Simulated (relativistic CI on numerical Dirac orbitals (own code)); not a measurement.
Computed by Dirac-Coulomb-Breit CI, separate exchange-only KLI orbitals for each configuration, QED by a radiative potential, unscaled Slater integrals (own radial code, finite nucleus).

CI space (outside the closed core [Ne]): 3s2 3p6 3d5, 3s2 3p5 3d6, 3s2 3p4 3d7, 3s 3p6 3d6, 3p6 3d7, 3s 3p5 3d7, 3s2 3p6 3d4 4s, 3s2 3p6 3d4 4p, 3s2 3p4 3d6 4s, 3s2 3p6 3d4 4d, 3s2 3p4 3d6 4p, 3s2 3p5 3d5 4s, 3s2 3p6 3d4 4f, 3s 3p5 3d6 4s, 3s2 3p5 3d5 4p, 3s 3p5 3d6 4p, 3p6 3d6 4s, 3s2 3p6 3d3 4s2, 3p6 3d6 4p, 3s2 3p6 3d3 4s 4p, 3s2 3p6 3d4 5s, 3p6 3d5 4s2. Levels of other configurations are missing.

At this charge energies of transitions that change n are usually good to better than 1 %, and those within a shell (Δn = 0) to a few per cent.

Outline of the computed level scheme of Hf L. Lowest level of each configuration: 3s2 3p6 3d5 4P_5/2 at 0.000 eV; 3s2 3p5 3d6 4G°_11/2 at 354.904 eV.

Some strong electric-dipole decays among the lowest 45 levels: 3s2 3p5 3d6 2D°_5/2 → 3s2 3p6 3d5 4P_5/2 (1.6e+12 s⁻¹); 3s2 3p5 3d6 4D°_7/2 → 3s2 3p6 3d5 4P_5/2 (5.6e+11 s⁻¹); 3s2 3p5 3d6 4D°_7/2 → 3s2 3p6 3d5 4P_5/2 (1.1e+11 s⁻¹); 3s2 3p5 3d6 2P°_1/2 → 3s2 3p6 3d5 4D_3/2 (9.8e+09 s⁻¹); 3s2 3p5 3d6 4G°_11/2 → 3s2 3p6 3d5 2H_11/2 (7.7e+09 s⁻¹); 3s2 3p5 3d6 4F°_9/2 → 3s2 3p6 3d5 4G_7/2 (6.9e+09 s⁻¹); 3s2 3p5 3d6 4G°_11/2 → 3s2 3p6 3d5 2G_9/2 (6.8e+09 s⁻¹); 3s2 3p5 3d6 4D°_7/2 → 3s2 3p6 3d5 2G_9/2 (6.5e+09 s⁻¹).

LS names give the leading component of a level, which can be under half, so a name can repeat, a term be missing and a line seem to break the LS rules.
